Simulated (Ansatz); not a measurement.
One change: `COB(Cl)OC` becomes `C[O][Al]([Cl])[O]C`.

Ansatz, PBE0-D4/def2-TZVP geometries, multiplicity 1. Each molecule was computed in one conformer, which needn't be the lowest.

```
                                          property  `COB(Cl)OC`
    size of the dipole moment (PBE/def2-TZVPP) / D         2.27
               LUMO energy (B3LYP/def2-TZVPP) / eV         0.59
size of the dipole moment (ωB97M-V/def2-TZVPP) / D         2.32
                 LUMO energy (PBE/def2-TZVPP) / eV        -0.06
             HOMO–LUMO gap (B3LYP/def2-TZVPP) / eV         8.91
              HOMO–LUMO gap (PBE0/def2-TZVPP) / eV         9.48
```

(1) Give the same properties after the change, and the shifts. (An estimate is asked.)

Answers

(1) Computed: 
```csv
property,`C[O][Al]([Cl])[O]C`,shift
size of the dipole moment (PBE/def2-TZVPP) / D,1.73,-0.54
LUMO energy (B3LYP/def2-TZVPP) / eV,-0.77,-1.36
size of the dipole moment (ωB97M-V/def2-TZVPP) / D,1.79,-0.53
LUMO energy (PBE/def2-TZVPP) / eV,-1.37,-1.31
HOMO–LUMO gap (B3LYP/def2-TZVPP) / eV,7.19,-1.72
HOMO–LUMO gap (PBE0/def2-TZVPP) / eV,7.72,-1.76
```

With PBE0 the HOMO rises by 0.37 eV and the LUMO falls by 1.40 eV, so the gap narrows by about 1.77 eV. PBE moves the HOMO by 0.37 eV and ωB97M-V by 0.32 eV. Dipoles are sizes alone; their direction can turn.

B3LYP here is the variant with VWN-RPA as its local correlation; programs differ in this.
